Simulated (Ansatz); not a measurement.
C2H8N (SMILES CC[NH3+]), charge +1, singlet, at a GFN2-xTB geometry; CCSD(T)/STO-3G (Ansatz, a first-principles code).

Input for Ansatz:
Ansatz 0.2 input:
```yaml
crystal:
  periodic: [false, false, false]
  atoms:
    - {symbol: C, position_ang: [1.24236279, -0.39750113, -0.00322907]}
    - {symbol: C, position_ang: [0.10487807, 0.60216964, 0.01031472]}
    - {symbol: N, position_ang: [-1.20786753, -0.12281767, -0.00534211]}
    - {symbol: H, position_ang: [2.18965049, 0.13332978, 0.00819683]}
    - {symbol: H, position_ang: [1.21540996, -1.04156893, 0.87213189]}
    - {symbol: H, position_ang: [1.22024591, -1.01206128, -0.89968502]}
    - {symbol: H, position_ang: [0.14835877, 1.25030737, -0.86574484]}
    - {symbol: H, position_ang: [0.14351839, 1.22077270, 0.90769459]}
    - {symbol: H, position_ang: [-1.27417674, -0.73835213, 0.81691315]}
    - {symbol: H, position_ang: [-1.26963260, -0.71062506, -0.84798726]}
    - {symbol: H, position_ang: [-2.00174661, 0.52991014, 0.00336156]}
basis:
  gaussian:
    orbitals: STO-3G
total_charge: 1
magnetization: {spin_polarized: false}
correlation: {method: ccsd_t, electrons: outside_noble_gas}
accuracy: high
```

What the program printed (banner, timings and long lists left out):

```
Functional definition: HF
452 factors; integrals over basis functions are off by at most 1.3e-8 eV
mean field evaluation 1: about -3619.6981 eV, gradient 1.2e1 eV
mean field evaluation 2: about -3619.8833 eV, gradient 1.2e1 eV
mean field evaluation 4: about -3620.3853 eV, gradient 8.0e-1 eV
mean field evaluation 8: about -3620.3876 eV, gradient 5.0e-7 eV
mean field evaluation 16: about -3620.2091 eV, gradient 3.1e-2 eV
mean field -3620.38764528 eV, -133.0467919771 hartree, gradient 4.3e-8 eV, S^2 0.000000; 0 other end points of the search recorded, 0 dependent functions left out
3 core orbitals not correlated
reference -3620.38764528 eV, -133.0467919771 hartree; 10, 10 occupied and 10, 10 virtual orbitals, 452 factors
second order -4.41632452 eV of doubles, -0.00000000 eV of singles
cycle   1  -5.36341752 eV  change   -9.5e-1 eV  update   6.6e-2
cycle   2  -5.79703952 eV  change   -4.3e-1 eV  update   2.4e-2
cycle   3  -5.82035662 eV  change   -2.3e-2 eV  update   3.9e-3
cycle   4  -5.82337689 eV  change   -3.0e-3 eV  update   9.8e-4
cycle   5  -5.82337535 eV  change    1.5e-6 eV  update   2.4e-4
cycle   6  -5.82335116 eV  change    2.4e-5 eV  update   4.4e-5
cycle   7  -5.82336060 eV  change   -9.4e-6 eV  update   1.6e-5
cycle   8  -5.82336399 eV  change   -3.4e-6 eV  update   4.7e-6
cycle   9  -5.82336192 eV  change    2.1e-6 eV  update   1.1e-6
cycle  10  -5.82336162 eV  change    3.0e-7 eV  update   2.4e-7
cycle  11  -5.82336164 eV  change   -1.7e-8 eV  update   6.7e-8
cycle  12  -5.82336161 eV  change    2.1e-8 eV  update   2.6e-8
cycle  13  -5.82336163 eV  change   -1.9e-8 eV  update   1.5e-8
cycle  14  -5.82336098 eV  change    6.5e-7 eV  update   8.2e-8
cycle  15  -5.82336077 eV  change    2.1e-7 eV  update   2.4e-8
cycle  16  -5.82336075 eV  change    2.9e-8 eV  update   5.2e-9
cycle  17  -5.82336074 eV  change    2.9e-9 eV  update   1.4e-9
cycle  18  -5.82336074 eV  change  -5.6e-11 eV  update  3.8e-10
perturbative correction -0.03104510 eV, -0.0011408862 hartree
Total energy: -3626.24205112 eV, -133.2619374233 hartree
```
